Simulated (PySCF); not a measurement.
Molecule: `[BH3-][P+](F)(F)F`, BF3H3P.

Cartesian coordinates in Å; atom numbers follow the order of the lines, from 1:
```xyz
8

B     1.097   -0.033    0.072
P    -0.732    0.015   -0.060
F    -1.420   -0.867   -1.163
F    -1.407    1.399   -0.367
F    -1.573   -0.424    1.191
H     1.322   -1.204    0.312
H     1.313    0.737    0.989
H     1.452    0.357   -1.025
```

Geometry PBE0-D3(BJ)/def2-SVP throughout; GIAO in PySCF, gas phase, one conformer, non-relativistic; equivalent atoms averaged; functional PBE0.

Q: How do the absolute shieldings σ depend on the basis set? (ppm; last column core-seconds on 1 thread of an Arm Neoverse V1, shared host)

A: 
```csv
basis set,functions,B1,P2,F3/F4/F5,H6/H7/H8,core-s
STO-3G,32,170.4,459.7,422.6,32.31,1.9
6-31G,55,161.7,227.7,246.7,30.99,3.4
6-31G*,80,161.8,254.2,239.7,30.88,4.5
def2-SVP,89,162.4,266.7,241.7,30.37,4.8
"6-311+G(2d,p)",161,156.3,175.2,224.0,30.40,10
def2-TZVP,179,157.6,160.6,218.1,30.36,12
```

Q: Which nucleus moves most, in ppm?

A: P2 (phosphorus bonded to B, 3 F): from 160.6 ppm with def2-TZVP to 459.7 ppm with STO-3G. The smallest spread is 1.94 ppm, at H6/H7/H8.

Q: Taking the largest basis, def2-TZVP (179 functions), as the yardstick, rank the others by their worst heavy-atom deviation.

A: 6-311+G(2d,p) 14.6 ppm (161 functions), 6-31G 67.1 ppm (55 functions), 6-31G* 93.7 ppm (80 functions), def2-SVP 106.2 ppm (89 functions), STO-3G 299.2 ppm (32 functions).

A small basis that lands close on one nucleus may do so by chance; judge by the trend and by all nuclei.
